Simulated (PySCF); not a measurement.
Unknown compound

The spectra below were simulated for a compound C$_{2}$H$_{12}$O$_{2}$Si$_{4}$.

1H NMR (400 MHz, computed): δ 5.30 (s, 3H), 4.71 (m, 1H), 4.57 (m, 1H), 4.48 (m, 1H), 4.48 (m, 1H), 4.39 (m, 1H), 4.07 (m, 1H), 3.63 (m, 1H), 0.09 (m, 1H), -0.30 (m, 1H).

13C{1H} NMR (computed): δ 53.9, -7.7.

Theoretical values (PySCF): PBE0/pcSseg-1 with gauge-including orbitals, structure optimised with GFN2-xTB. Single conformer, one averaged value for each set of equivalent atoms, isolated molecule, relativity neglected.

Chemical shifts δ = σref − σ; 1H (σref 31.72) and 13C (σref 186.93) vs TMS, all at this level.

Question: Which candidate is it?
A. [SiH3]O[Si@@H]1C[SiH2][SiH2]CO1
B. C[SiH](C)O[SiH]1[SiH2]O[SiH2]1
C. C=C[Si@H](O[SiH3])[SiH2]O[SiH3]
D. CC(=O)O[Si@H]([SiH3])[SiH2][SiH3]
E. O=CC([SiH3])([SiH3])[SiH2]O[SiH3]
F. O=CCO[Si]([SiH3])([SiH3])[SiH3]

Answer: A. 

1. The formula gives 1 degree of unsaturation (1 ring in the answer).
2. 2 carbon signals for 2 carbons: no two carbons are equivalent.
3. Carbon types of the structure: 2 × CH2, leaving 8 H on heteroatoms.
4. δC 53.9: sp3 CH2 bonded to O and Si; pulled downfield by the heteroatom.
5. δC -7.7: sp3 CH2 bonded to 2 Si; an electropositive neighbour leaves it electron-rich and shielded.
6. δH 4.57, 4.48: hydrogen on an sp3 CH2 bonded to O and Si; its carbon carries O, hence the downfield position.
7. δH 4.48, 4.39, 4.07, 3.63: hydrogen on a silicon bonded to C, Si, in a 6-membered ring.
8. δH 0.09, -0.30: hydrogen on an sp3 CH2 bonded to 2 Si; an electropositive neighbour shields it, as in TMS itself.

The others: O=CC([SiH3])([SiH3])[SiH2]O[SiH3] would give 4 signals for carbon-bound and other non-exchanging H, not 10; C[SiH](C)O[SiH]1[SiH2]O[SiH2]1 would give 1 carbon signal, not 2; O=CCO[Si]([SiH3])([SiH3])[SiH3] would give 3 signals for carbon-bound and other non-exchanging H, not 10; C=C[Si@H](O[SiH3])[SiH2]O[SiH3] would give 8 signals for carbon-bound and other non-exchanging H, not 10; CC(=O)O[Si@H]([SiH3])[SiH2][SiH3] would give 6 signals for carbon-bound and other non-exchanging H, not 10.

Shifts are as computed. Against solution values, carbons near 30 ppm lie about +3 ppm off and those near 130 ppm about +5 ppm. Of 1211 compounds with measured shifts, 218 miss one by over three times the rms of a fit or turn the order of signals round; such compounds aren't used in these exercises. Multiplicities follow the n + 1 count of equivalent neighbours, as no J values were calculated; m marks all less simple cases, F and P coupling included.
